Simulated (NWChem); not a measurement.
System: CAlClFNO; SMILES O=C=[N][Al]([F])[Cl]

Parts of the log:

```
             Northwest Computational Chemistry Package (NWChem) 7.3.0
             --------------------------------------------------------

                             Geometry "geometry" -> ""
                             -------------------------

 Output coordinates in angstroms (scale by  1.889725989 to convert to a.u.)

  No.       Tag          Charge          X              Y              Z
 ---- ---------------- ---------- -------------- -------------- --------------
    1 Al                  13.0000    -0.42352345     0.49470522    -0.21897008
    2 Cl                  17.0000    -2.16696145    -0.46026878    -0.49748708
    3 F                    9.0000    -0.19367745     2.09958622    -0.49803108
    4 N                    7.0000     1.02924355    -0.35503878     0.36163492
    5 C                    6.0000     2.06822555    -0.80969678     0.73809992
    6 O                    8.0000     3.05914855    -1.26992778     1.10326592

 Effective nuclear repulsion energy (a.u.)     299.4037352341

                           NWChem Geometry Optimization
                           ----------------------------

 maximum gradient threshold         (gmax) =   0.000450
 rms gradient threshold             (grms) =   0.000300
 maximum cartesian step threshold   (xmax) =   0.001800
 rms cartesian step threshold       (xrms) =   0.001200
 fixed trust radius                (trust) =   0.300000
 source of zmatrix                         =

          -------------------
          Energy Minimization
          -------------------

 Using diagonal initial Hessian

          --------
          Step   0

                                 NWChem DFT Module
                                 -----------------

 Summary of "ao basis" -> "ao basis" (spherical)
 ------------------------------------------------------------------------------
       Tag                 Description            Shells   Functions and Types
 ---------------- ------------------------------  ------  ---------------------
 Al                         def2-svp                 8       18   4s3p1d
 Cl                         def2-svp                 8       18   4s3p1d
 F                          def2-svp                 6       14   3s2p1d
 N                          def2-svp                 6       14   3s2p1d
 C                          def2-svp                 6       14   3s2p1d
 O                          def2-svp                 6       14   3s2p1d

            General Information
            -------------------
          SCF calculation type: DFT
          Wavefunction type:  closed shell.
          No. of atoms     :     6
          No. of electrons :    60
           Alpha electrons :    30
            Beta electrons :    30
          Charge           :     0
          Spin multiplicity:     1
          Use of symmetry is: off; symmetry adaption is: off
          Maximum number of iterations: 150
          AO basis - number of functions:    92
                     number of shells:    40
          Convergence on energy requested:  1.00D-06
          Convergence on density requested:  1.00D-05
          Convergence on gradient requested:  5.00D-04

              XC Information
              --------------
                         PBE0 Method XC Functional
                     Hartree-Fock (Exact) Exchange  0.250
          PerdewBurkeErnzerhof Exchange Functional  0.750
            Perdew 1991 LDA Correlation Functional  1.000 local
           PerdewBurkeErnz. Correlation Functional  1.000 non-local

             Grid Information
             ----------------
          Grid used for XC integration:  medium
          Radial quadrature: Mura-Knowles
          Angular quadrature: Lebedev.
          Tag              B.-S. Rad. Rad. Pts. Rad. Cut. Ang. Pts.
          ---              ---------- --------- --------- ---------
          Al                  1.25       88           9.0       590
          Cl                  1.00       88          11.0       590
          F                   0.50       49          11.0       434
          N                   0.65       49           9.0       434
          C                   0.70       49          11.0       434
          O                   0.60       49          12.0       434
          Grid pruning is: on
          Number of quadrature shells:   372
          Spatial weights used:  Erf1

      Superposition of Atomic Density Guess
      -------------------------------------

 Sum of atomic energies:        -966.96759378

      Non-variational initial energy
      ------------------------------

 Total energy =    -968.782381
 1-e energy   =   -1933.424129
 2-e energy   =     665.238013
 HOMO         =      -0.401821
 LUMO         =      -0.022354

   convergence    iter        energy       DeltaE   RMS-Dens  Diis-err
 ---------------- ----- ----------------- --------- --------- ---------
 d= 0,ls=0.0,diis     1   -969.6477412312 -1.27D+03  1.70D-02  1.26D+00
 d= 0,ls=0.0,diis     2   -969.5251527606  1.23D-01  9.65D-03  2.91D+00
 d= 0,ls=0.0,diis     3   -969.7815199125 -2.56D-01  2.51D-03  7.88D-02
 d= 0,ls=0.0,diis     4   -969.7840272201 -2.51D-03  1.31D-03  4.95D-02
 d= 0,ls=0.0,diis     5   -969.7891758272 -5.15D-03  2.93D-04  1.24D-03
  Resetting Diis
 d= 0,ls=0.0,diis     6   -969.7893229460 -1.47D-04  5.98D-05  4.47D-05
 d= 0,ls=0.0,diis     7   -969.7893280915 -5.15D-06  2.56D-05  3.65D-06
 d= 0,ls=0.0,diis     8   -969.7893276848  4.07D-07  1.53D-05  8.36D-06
 d= 0,ls=0.0,diis     9   -969.7893284340 -7.49D-07  2.49D-06  1.08D-07

         Total DFT energy =     -969.789328433995
      One electron energy =    -1936.198560503348
           Coulomb energy =      744.896881689887
    Exchange-Corr. energy =      -77.891384854640
 Nuclear repulsion energy =      299.403735234106

 Numeric. integr. density =       59.999999093670

                       DFT Final Molecular Orbital Analysis
                       ------------------------------------

 Vector   28  Occ=2.000000D+00  E=-3.733000D-01
              MO Center= -1.9D+00, -3.7D-01, -4.4D-01, r^2= 2.1D+00
   Bfn.  Coefficient  Atom+Function         Bfn.  Coefficient  Atom+Function
  ----- ------------  ---------------      ----- ------------  ---------------
    30      0.521774  2 Cl py                27      0.394305  2 Cl py
    29     -0.235957  2 Cl px                24      0.229203  2 Cl py
    26     -0.178838  2 Cl px                31     -0.176800  2 Cl pz
    28     -0.133737  2 Cl pz                23     -0.103674  2 Cl px
    40     -0.089779  3 F  px                12      0.081897  1 Al py

 Vector   29  Occ=2.000000D+00  E=-3.307633D-01
              MO Center=  1.6D+00, -6.5D-01,  5.9D-01, r^2= 2.5D+00
   Bfn.  Coefficient  Atom+Function         Bfn.  Coefficient  Atom+Function
  ----- ------------  ---------------      ----- ------------  ---------------
    56      0.425506  4 N  pz                84      0.377858  6 O  pz
    59     -0.353272  4 N  pz                87      0.275930  6 O  pz
    54     -0.115941  4 N  px                31      0.107136  2 Cl pz
    82     -0.102576  6 O  px                57      0.096103  4 N  px
    55      0.088956  4 N  py                83      0.078810  6 O  py

 Vector   30  Occ=2.000000D+00  E=-3.249016D-01
              MO Center=  1.6D+00, -6.4D-01,  5.7D-01, r^2= 2.8D+00
   Bfn.  Coefficient  Atom+Function         Bfn.  Coefficient  Atom+Function
  ----- ------------  ---------------      ----- ------------  ---------------
    55      0.403716  4 N  py                83      0.353618  6 O  py
    58     -0.326284  4 N  py                86      0.260468  6 O  py
    54      0.204106  4 N  px                82      0.173268  6 O  px
    57     -0.158959  4 N  px                85      0.128760  6 O  px
    30      0.100058  2 Cl py                29     -0.095761  2 Cl px

 Vector   31  Occ=0.000000D+00  E=-3.149961D-02
              MO Center= -5.9D-01,  5.2D-01, -1.1D-01, r^2= 4.4D+00
   Bfn.  Coefficient  Atom+Function         Bfn.  Coefficient  Atom+Function
  ----- ------------  ---------------      ----- ------------  ---------------
     4      1.170700  1 Al s                 53     -0.388376  4 N  s
    22     -0.364887  2 Cl s                 29     -0.267733  2 Cl px
    39     -0.236384  3 F  s                  2      0.233147  1 Al s
     3      0.225017  1 Al s                 21     -0.189171  2 Cl s
    30     -0.174055  2 Cl py                52     -0.174705  4 N  s

 Vector   32  Occ=0.000000D+00  E=-3.012728D-02
              MO Center= -9.5D-03,  1.9D-01, -2.0D-01, r^2= 4.8D+00
   Bfn.  Coefficient  Atom+Function         Bfn.  Coefficient  Atom+Function
  ----- ------------  ---------------      ----- ------------  ---------------
    13      0.658458  1 Al pz                10      0.362882  1 Al pz
    31     -0.255935  2 Cl pz                70     -0.251303  5 C  pz
    73     -0.222913  5 C  pz                87      0.179207  6 O  pz
     7     -0.175947  1 Al pz                11     -0.174076  1 Al px
    84      0.168009  6 O  pz                42      0.155138  3 F  pz

 Vector   33  Occ=0.000000D+00  E= 3.988557D-02
              MO Center=  1.2D+00, -4.2D-01,  4.1D-01, r^2= 4.4D+00
   Bfn.  Coefficient  Atom+Function         Bfn.  Coefficient  Atom+Function
  ----- ------------  ---------------      ----- ------------  ---------------
    12      0.627318  1 Al py                69     -0.450724  5 C  py
    72     -0.418016  5 C  py                86      0.316577  6 O  py
    83      0.280721  6 O  py                71     -0.248899  5 C  px
    22      0.231168  2 Cl s                 68     -0.213134  5 C  px
     4     -0.208876  1 Al s                 39     -0.206551  3 F  s

[...]

      ----------------------
      Optimization converged
      ----------------------

  Step       Energy      Delta E   Gmax     Grms     Xrms     Xmax
  ---- ---------------- -------- -------- -------- -------- --------
@   13    -969.79249988 -2.3D-08  0.00011  0.00004  0.00035  0.00084
                                     ok       ok       ok       ok

                         Geometry "geometry" -> "geometry"
                         ---------------------------------

 Output coordinates in angstroms (scale by  1.889725989 to convert to a.u.)

  No.       Tag          Charge          X              Y              Z
 ---- ---------------- ---------- -------------- -------------- --------------
    1 Al                  13.0000    -0.36457836     0.52931657    -0.21045280
    2 Cl                  17.0000    -2.14557095    -0.49362427    -0.48400488
    3 F                    9.0000    -0.31207302     2.14556129    -0.53975919
    4 N                    7.0000     1.08036448    -0.27941599     0.35832532
    5 C                    6.0000     2.07554044    -0.83269834     0.74499991
    6 O                    8.0000     3.03877271    -1.36977996     1.11940413

 Effective nuclear repulsion energy (a.u.)     296.8570142150

 ==============================================================================
                                internuclear distances
 ------------------------------------------------------------------------------
       center one      |      center two      | atomic units |  angstroms
 ------------------------------------------------------------------------------
    2 Cl               |   1 Al               |     3.91551  |     2.07200
    3 F                |   1 Al               |     3.11859  |     1.65029
    4 N                |   1 Al               |     3.30859  |     1.75083
    5 C                |   4 N                |     2.27240  |     1.20250
    6 O                |   5 C                |     2.20090  |     1.16467
 ------------------------------------------------------------------------------
                         number of included internuclear distances:          5
 ==============================================================================

[second-derivative integrals and response iterations left out]

  Vibrational analysis via the FX method

  See chapter 2 in "Molecular Vibrations" by Wilson, Decius and Cross

  Vib: Default input used

 ---------------------------- Atom information ----------------------------
     atom    #        X              Y              Z            mass
 --------------------------------------------------------------------------
    Al       1 -6.8895321D-01  1.0002633D+00 -3.9769812D-01  2.6981540D+01
    Cl       2 -4.0545412D+00 -9.3281462D-01 -9.1463661D-01  3.4968850D+01
    F        3 -5.8973250D-01  4.0545229D+00 -1.0199970D+00  1.8998400D+01
    N        4  2.0415928D+00 -5.2801966D-01  6.7713667D-01  1.4003070D+01
    C        5  3.9222027D+00 -1.5735717D+00  1.4078457D+00  1.2000000D+01
    O        6  5.7424478D+00 -2.5885088D+00  2.1153671D+00  1.5994910D+01
 --------------------------------------------------------------------------

[unprojected Hessian and modes left out]

        Vibrational analysis via the FX method
  --- with translations and rotations projected out ---
  --- via the Eckart algorithm                      ---
 Projected Nuclear Hessian trans-rot subspace norm:1.4610D-32
                         (should be close to zero!)

[projected Hessian left out]

 Rotational Constants
 --------------------
 A=   0.135382 cm-1  (  0.194780 K)
 B=   0.037973 cm-1  (  0.054633 K)
 C=   0.029655 cm-1  (  0.042666 K)

 Temperature                      =   298.15K
 frequency scaling parameter      =   1.0000

 Zero-Point correction to Energy  =   11.712 kcal/mol  (  0.018664 au)
 Thermal correction to Energy     =   15.887 kcal/mol  (  0.025318 au)
 Thermal correction to Enthalpy   =   16.480 kcal/mol  (  0.026262 au)

 Total Entropy                    =   84.868 cal/mol-K
   - Translational                =   40.316 cal/mol-K (mol. weight = 122.9468)
   - Rotational                   =   28.737 cal/mol-K (symmetry #  =        1)
   - Vibrational                  =   15.816 cal/mol-K

 Cv (constant volume heat capacity) =   19.896 cal/mol-K
   - Translational                  =    2.979 cal/mol-K
   - Rotational                     =    2.979 cal/mol-K
   - Vibrational                    =   13.937 cal/mol-K

[normal modes left out]

 ----------------------------------------------------------------------------
 Normal Eigenvalue ||           Projected Infra Red Intensities
  Mode   [cm**-1]  || [atomic units] [(debye/angs)**2] [(KM/mol)] [arbitrary]
 ------ ---------- || -------------- ----------------- ---------- -----------
    1       -0.000 ||    0.000016           0.000         0.016       0.001
    2       -0.000 ||    0.000005           0.000         0.005       0.000
    3       -0.000 ||    0.000014           0.000         0.013       0.001
    4       -0.000 ||    0.000031           0.001         0.030       0.003
    5        0.000 ||    0.000001           0.000         0.001       0.000
    6        0.000 ||    0.000002           0.000         0.002       0.000
    7       58.389 ||    0.000638           0.015         0.622       0.051
    8       92.819 ||    0.002226           0.051         2.170       0.180
    9      183.873 ||    0.016893           0.390        16.468       1.364
   10      241.070 ||    0.027928           0.644        27.225       2.255
   11      266.691 ||    0.084352           1.946        82.231       6.811
   12      455.111 ||    0.011164           0.258        10.883       0.901
   13      639.767 ||    0.035377           0.816        34.487       2.856
   14      650.403 ||    0.039377           0.908        38.386       3.179
   15      678.610 ||    0.273693           6.314       266.809      22.098
   16      915.778 ||    0.151464           3.494       147.655      12.229
   17     1542.813 ||    0.055731           1.286        54.330       4.500
   18     2471.157 ||    1.530467          35.309      1491.975     123.570
 ----------------------------------------------------------------------------
```

Level: PBE0/def2-SVP. 

### Question
Write an input that gives this output.

### Answer
One answer among several that fit: the input that was run:
```
start job
memory heap 200 mb stack 900 mb global 1100 mb
geometry units angstroms noautosym noautoz
  Al    -0.393305     0.479292    -0.207424
  Cl    -2.136743    -0.475682    -0.485941
  F     -0.163459     2.084173    -0.486485
  N      1.059462    -0.370452     0.373181
  C      2.098444    -0.825110     0.749646
  O      3.089367    -1.285341     1.114812
end
basis spherical
  * library def2-svp
end
dft
  xc pbe0
  iterations 150
end
driver
  maxiter 120
end
task dft optimize
task dft freq
```
